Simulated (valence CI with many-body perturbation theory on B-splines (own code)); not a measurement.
## Energy levels of As²⁸⁺

Level of theory: valence CI with perturbative core correlation (CI+MBPT): three valence electrons over a frozen Dirac-Fock core [He], a basis of 9 s, 9 p, 8 d, 6 f, 3 g, 1 h functions for each j, with the one-electron correlation potential Σ1 (screened to all orders), the two-electron term Σ2, the three-electron term Σ3, Breit, model QED; selected single and double excitations, second order for the rest, scaled by the run's own slope (own B-spline code, finite nucleus).

No measured spectrum was set against this ion. As an estimate, large intervals hold to a few tenths of a per cent, small ones and those within an open d or f shell to about a per cent.

Levels 1 to 45 of 60, with energies above the lowest level, (2s^2 2p1/2) J=1/2. "Leading %" is the weight of the configuration and term that name the level; weights of strongly mixed levels are sums over their largest components and can fall short, so below about 35 % the name and the second component can differ from the true leading terms, or belong to a minority configuration. In the jj column 3d3/2^4 stands for four electrons in 3d with j = 3/2. Lifetimes count E1, E2, E3, M1 and M2 decay at the calculated energies, and are blank where another channel may lead or the interval is too uncertain; long ones can be off by a factor of two.

```tsv
No.	Configuration	Term	J	E (eV)	Leading %	g	Lifetime	Leading jj
1	2s²2p	²P°	1/2	0.0	98	0.657		2s^2 2p1/2 (98 %)
2	2s²2p	²P°	3/2	41.8	98	1.327	2.92 μs	2s^2 2p3/2 (98 %)
3	2s2p²	⁴P	1/2	74.8	87	2.546	1.51 ns	2s 2p1/2^2 (78 %)
4	2s2p²	⁴P	3/2	99.4	98	1.711	16.9 ns	2s 2p1/2 2p3/2 (96 %)
5	2s2p²	⁴P	5/2	113.5	78	1.507	1.88 ns	2s 2p1/2 2p3/2 (79 %)
6	2s2p²	²D	3/2	145.8	86	0.871	32.6 ps	2s 2p1/2 2p3/2 (92 %)
7	2s2p²	²P	1/2	157.0	71	1.099	13.5 ps	2s 2p1/2 2p3/2 (74 %)
8	2s2p²	²D	5/2	162.4	78	1.280	95.0 ps	2s 2p3/2^2 (79 %)
9	2s2p²	²S	1/2	201.7	69	1.672	16.0 ps	2s 2p3/2^2 (90 %)
10	2s2p²	²P	3/2	203.1	86	1.266	10.6 ps	2s 2p3/2^2 (88 %)
11	2p³	⁴S°	3/2	236.9	61	1.663	15.0 ps	2p1/2^2 2p3/2 (83 %)
12	2p³	²D°	3/2	269.0	62	1.197	17.0 ps	2p1/2 2p3/2^2 (87 %)
13	2p³	²D°	5/2	278.9	100	1.193	21.2 ps	2p1/2 2p3/2^2 (100 %)
14	2p³	²P°	1/2	301.7	98	0.657	11.3 ps	2p1/2 2p3/2^2 (98 %)
15	2p³	²P°	3/2	331.0	66	1.256	10.8 ps	2p3/2^3 (95 %)
16	2s²3s	²S	1/2	1727.8	96	1.999	129 fs	2s^2 3s (96 %)
17	2s²3p	²P°	1/2	1757.8	93	0.667	1.98 ps	2s^2 3p1/2 (93 %)
18	2s²3p	²P°	3/2	1769.5	92	1.335	1.57 ps	2s^2 3p3/2 (92 %)
19	2s2p3s	⁴P°	1/2	1787.1	93	2.536	128 fs	2s 2p1/2 3s (96 %)
20	2s2p3s	⁴P°	3/2	1795.1	82	1.657	117 fs	2s 2p1/2 3s (84 %)
21	2s²3d	²D	3/2	1796.3	96	0.797	17.5 fs	2s^2 3d3/2 (96 %)
22	2s²3d	²D	5/2	1799.9	96	1.198	18.7 fs	2s^2 3d5/2 (96 %)
23	2s2p3s	²P°	1/2	1805.5	93	0.733	181 fs	2s 2p1/2 3s (89 %)
24	2s2p3p	⁴D	1/2	1813.0	75	0.207	198 fs	2s 2p1/2 3p1/2 (98 %)
25	2s2p3p	⁴D	3/2	1820.3	64	1.212	193 fs	2s 2p1/2 3p1/2 (85 %)
26	2s2p3s	⁴P°	5/2	1827.7	98	1.594	100 fs	2s 2p3/2 3s (98 %)
27	2s2p3p	⁴P	3/2	1830.4	25	1.460	126 fs	2s 2p1/2 3p3/2 (94 %)
28	2s2p3p	⁴P	1/2	1833.3	58	2.041	112 fs	2s 2p1/2 3p1/2 (84 %)
29	2s2p3p	²P	1/2	1835.9	49	1.237	60.2 fs	2s 2p1/2 3p3/2 (82 %)
30	2s2p3p	⁴D	5/2	1836.5	75	1.379	2.05 ps	2s 2p1/2 3p3/2 (82 %)
31	2s2p3s	²P°	3/2	1839.3	86	1.372	119 fs	2s 2p3/2 3s (96 %)
32	2s2p3p	²D	3/2	1841.2	54	1.234	57.8 fs	2s 2p1/2 3p3/2 (88 %)
33	2s2p3d	⁴F°	3/2	1848.8	82	0.499	117 fs	2s 2p1/2 3d3/2 (97 %)
34	2s2p3d	⁴F°	5/2	1854.3	75	1.088	57.0 fs	2s 2p1/2 3d3/2 (50 %)
35	2s2p3d	⁴P°	5/2	1860.7	44	1.378	23.8 fs	2s 2p1/2 3d5/2 (69 %)
36	2s2p3p	⁴P	3/2	1861.4	51	1.564	141 fs	2s 2p3/2 3p1/2 (94 %)
37	2s2p3d	⁴F°	7/2	1862.9	64	1.272	32.0 fs	2s 2p1/2 3d5/2 (84 %)
38	2s2p3d	⁴D°	3/2	1863.4	52	1.307	15.1 fs	2s 2p1/2 3d3/2 (55 %)
39	2s2p3d	⁴D°	1/2	1864.0	77	0.293	12.2 fs	2s 2p1/2 3d3/2 (85 %)
40	2s2p3p	⁴P	5/2	1864.0	45	1.407	104 fs	2s 2p3/2 3p1/2 (89 %)
41	2s2p3p	⁴D	7/2	1866.9	100	1.424	43.3 ps	2s 2p3/2 3p3/2 (100 %)
42	2s2p3p	²P	3/2	1870.0	40	1.545	81.0 fs	2s 2p3/2 3p3/2 (93 %)
43	2s2p3d	²D°	3/2	1870.8	36	1.073	26.9 fs	2s 2p1/2 3d5/2 (36 %)
44	2s2p3s	²P°	1/2	1872.6	95	0.708	88.1 fs	2s 2p3/2 3s (87 %)
45	2s2p3d	²F°	5/2	1873.7	62	1.031	23.1 fs	2s 2p1/2 3d5/2 (74 %)
```

The ionisation energy to 2s² ¹S0 of the next ion comes out as 3089 eV (NIST: 3088.1 ± 1.9 eV (semi-empirical)). All 60 levels together are meant to be complete up to 1912.9 eV.
